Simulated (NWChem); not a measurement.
# GeIF, singlet; SMILES [F][Ge][I]

Low-valent species are run as closed-shell singlets; no triplet was tried in these runs. def2 effective core potentials on I; no spin-orbit coupling.

Q: Give the equilibrium geometry at PBE0/def2-SVP with def2 effective core potentials on I (NWChem) as a list of bonds and angles, with the point group.

A: point group Cs; any orientation.
Bonded distances (Å): Ge1–F2 1.751, Ge1–I3 2.563. Angles (°): F2–Ge1–I3 99.8.
